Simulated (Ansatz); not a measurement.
Basis-set extrapolation for CH$_{10}$B$_{2}$Si$_{2}$, SMILES `B[SiH2]B(C)[SiH3]` (PBE0-D4/def2-TZVP geometry, frozen core, Ansatz). Multiplicity 1, RHF reference.

|  | def2-TZVPP | def2-QZVPP |
| --- | --- | --- |
| HF | -670.909986 | -670.931940 |
| MP2 correlation | -0.629189 | -0.670782 |
| CCSD(T) correlation | -0.740302 | not run |

Energies in hartree. Use E(X) = E(∞) + A·exp(−7.88·√X) for Hartree–Fock and E(X) = E(∞) + B·X^(−2.97) for correlation, with X = 3 and 4, and add CCSD(T) minus MP2 of the smaller set to the MP2 limit.

**Question.** What is the CCSD(T) energy at the basis-set limit?

**Answer.** HF limit: -670.931940 + (-0.021954) × 0.13774 = -670.93496. MP2 limit: -0.670782 + (-0.041593) × 0.74074 = -0.70159. Higher-order term: -0.740302 − (-0.629189) = -0.11111. Total: -671.74766 hartree, 61.1 kcal/mol below CCSD(T)/def2-TZVPP.
